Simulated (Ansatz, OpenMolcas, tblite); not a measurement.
**How methods differ on CH5BOSi (SMILES B[SiH2]C=O)**

CH5BOSi: 9 atoms, total charge 0, spin state singlet. As SMILES, `B[SiH2]C=O`. The shape is that of a PBE0-D4/def2-TZVP optimisation. This is one conformer, not always the lowest.

Each level gives the vertical ionisation energy (to the doublet cation) (eV). The values are calculated.

| level | kind | program | value (eV) | less CCSD(T)/def2-SVP | CPU time (all runs) |
| --- | --- | --- | --- | --- | --- |
| GFN1-xTB | semi-empirical | tblite | 14.21 | +5.13 | under 2 s |
| HF/def2-SVP | Hartree–Fock | OpenMolcas | 8.31 | -0.77 | 19 s |
| BLYP/def2-SVP | GGA | Ansatz | 8.83 | -0.25 | 16 s |
| PBE/def2-SVP | GGA | OpenMolcas | 8.98 | -0.10 | 1.8 min |
| TPSS/def2-SVP | meta-GGA | OpenMolcas | 8.98 | -0.10 | 2.9 min |
| BHLYP/def2-SVP | global hybrid | Ansatz | 9.21 | +0.13 | 24 s |
| wB97M-V/def2-SVP | range-separated hybrid | Ansatz | 9.27 | +0.19 | 3.2 min |
| PBE-QIDH/def2-SVP | double hybrid | Ansatz | 9.37 | +0.29 | 30 s |
| MP2/def2-SVP | perturbation theory | Ansatz | 9.54 | +0.46 | 7.9 s |
| CCSD(T)/def2-SVP | coupled cluster or CI | Ansatz | 9.08 | 0.00 | 90 s |

Differences are taken from CCSD(T)/def2-SVP for orientation; it has basis-set and higher-order errors of its own. The values span 8.31 to 14.21 eV. The xTB values lack the empirical shift that such differences need. The second state's dipole differs much between rows, so they may not all be the same state. Times are those of the runs behind each value, whatever else they computed, on shared processors of several kinds: orders of magnitude only.
